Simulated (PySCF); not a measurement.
# TDDFT excited states: C7H6N2

Anthranilonitrile, C7H6N2.
InChI=1S/C7H6N2/c8-5-6-3-1-2-4-7(6)9/h1-4H,9H2

Method used: TDDFT PBE0/def2-SVPD, vertical, gas phase, core orbitals frozen in the response in PySCF. Geometry: GFN2-xTB; no solvent, vibrations or thermal averaging. Torsions of this conformer, `[N:1]#[C:2][c:3]1[cH:4][cH:5][cH:6][cH:7][c:8]1[NH2:9]`: H–N9–C8–C7 16°, H–N9–C8–C7 169°.

```
state  E (eV)  E (kJ/mol)  λ (nm)       f  |μ| (D)  main configurations (H = HOMO, L = LUMO)
   S1    4.32         416   287.3   0.088     2.32                                 H→L (92%)
   S2    5.43         524   228.4   0.053     1.60                  H→L+1 (66%), H-1→L (30%)
   S3    5.89         568   210.5   0.012     0.73                               H→L+2 (92%)
   S4    6.12         591   202.5   0.085     1.92       H→L+3 (69%), H-1→L (9%), H→L+4 (8%)
   S5    6.15         593   201.6   0.490     4.58     H-1→L (51%), H→L+1 (25%), H→L+3 (12%)
   S6    6.51         628   190.4  0.0050     0.45                  H→L+4 (86%), H→L+3 (10%)
```

Triplets (Tamm–Dancoff): T1 3.37 eV, H→L (94%); T2 3.82 eV, H→L+1 (50%), H-1→L (39%).

The lowest singlet comes at 287 nm (416 kJ/mol) in the ultraviolet; it is of moderate strength; its leading configuration is HOMO→LUMO (92%). The most intense listed level is S5 at 6.15 eV (202 nm, f = 0.490), 1.83 eV above S1. Löwdin shares by element: HOMO carbon 39% or more, nitrogen 26% or more (atoms not listed hold the other 34%); LUMO carbon 47% or more, nitrogen 12% or more (atoms not listed hold the other 42%). Orbital energies (eV): HOMO-3 -9.67, HOMO-2 -9.63, HOMO-1 -7.74, HOMO -6.53, LUMO -1.34, LUMO+1 -0.32, LUMO+2 0.55. Of the 6 states listed, 5 reach f = 0.01 and none stays under 0.0005. Weighted by f, the mean energy of these states is 5.87 eV. The window holds the lowest 6 singlets.

On Intel Xeon Platinum 8259CL at 2.50 GHz, one thread, shared host with 96 logical CPUs at a one-minute load of 41, this took 54 s (with the writing of density and orbital grids) and 0.86 GiB of memory at its peak.
